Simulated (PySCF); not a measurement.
F3H2NbO2, SMILES [OH][Nb]([OH])([F])([F])[F], multiplicity 1.

Coordinates come from a r2SCAN-D4/def2-SVP optimisation. The geometry has at least one imaginary mode, so it is a saddle point at that level. The multiplicity is an assumed one; no other spin state was optimised. The structure was generated by enumeration; whether it is a known compound was not checked. The def2 effective core potentials stand for the cores of Nb; spin–orbit coupling is left out. The values are those of a single conformer.

Method: r2SCAN-D4/def2-SVP (PySCF).

Frequencies are harmonic and unscaled.

Modes within 1.5 cm⁻¹ of each other (mostly degenerate sets) share a row, with their intensities summed.

Computed normal modes with their intensities:
```tsv
mode	ν (cm⁻¹)	IR (km/mol)	Raman (Å⁴/amu)	depolarisation	moving atoms (share of kinetic energy)
1–2	113i	261.6	0.0	–	H 77 %, O 14 %
3–4	144	12.5	1.4	0.75	F 81 %
5–6	280	0.0	17.3	0.75	F 45 %, H 40 %, O 15 %
7	290	26.8	0.0	–	F 69 %, Nb 21 %, O 9 %
8–9	345	313.9	0.1	–	O 60 %, H 16 %, F 12 %, Nb 11 %
10–11	387	0.0	1.3	0.75	H 53 %, O 35 %, F 12 %
12	649	0.0	4.1	0.36	F 84 %, O 15 %
13–14	722	480.8	1.3	0.75	F 73 %, Nb 27 %
15	759	0.0	31.6	0.10	O 79 %, F 16 %
16	765	407.7	0.0	–	O 67 %, Nb 28 %
17	3963	800.0	0.0	–	H 94 %
18	3968	0.0	372.0	0.32	H 94 %
```
